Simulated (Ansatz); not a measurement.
`N#[C][Ge]([F])([Cl])[Cl]` + H₂ → `N#[C][GeH]([F])[Cl]` + HCl at 400 K and 1 bar (hydrogenolysis of a Ge–Cl bond).

Gas-phase electronic energies from Ansatz, PBE0-D4/def2-TZVP geometries. CBS: MP2 limit from def2 TZ/QZ plus the TZ coupled-cluster correction, frozen cores. This one scheme is used for every species. For Ge outer-core shells are correlated without core-valence functions, which leaves a few kJ/mol of doubt a bond. Scalar relativity is left out up to krypton.

```csv
species,CCSD(T)/CBS energy (Eh),H − E (kJ/mol),S (J/(mol·K))
`N#[C][Ge]([F])([Cl])[Cl]`,-3188.31577,69.4,405.8
H₂,-1.17544,38.0,139.0
`N#[C][GeH]([F])[Cl]`,-2729.09452,81.7,370.4
HCl,-460.38127,29.6,195.4
```

H − E and S are ideal-gas, rigid-rotor, harmonic terms from PBE0-D4/def2-TZVP, for one conformer and one mirror image of each species. The MP2-based limit puts H₂ 0.8 mEh under its directly extrapolated value; such offsets cancel only in part. 1 Eh = 2625.50 kJ/mol, R = 8.31446 J/(mol·K).

Task: By hand: ΔE, ΔH, ΔS and ΔG.

Result: ΔE = (-2729.09452) + (-460.38127) − (-3188.31577) − (-1.17544) = 0.01542 Eh = 40.5 kJ/mol. Δ(H − E) = 81.7 + 29.6 − 69.4 − 38.0 = 3.9, so ΔH = 44.4 kJ/mol. ΔS = 370.4 + 195.4 − 405.8 − 139.0 = 21.0 J/(mol·K). ΔG = 44.4 − 400 × (21.0)/1000 = 36.0 kJ/mol.

Task: By hand: the equilibrium constant, and the temperature at which ΔG would vanish if ΔH and ΔS stayed fixed.

Result: log₁₀ K = −ΔG/(RT ln 10) = -4.7. ΔG = 0 at ΔH/ΔS = 2114 K.

ΔH outweighs TΔS. A doubt of 5 kJ/mol in ΔE shifts log₁₀ K by 0.7 here. Other conformers and mirror images would add mixing entropy, several J/(mol·K) or more a flexible species. These are equilibria of isolated gas molecules and say nothing of rates. Largest T1 diagnostic: 0.012 (customary marks: 0.02 for closed shells, 0.045 for open ones).
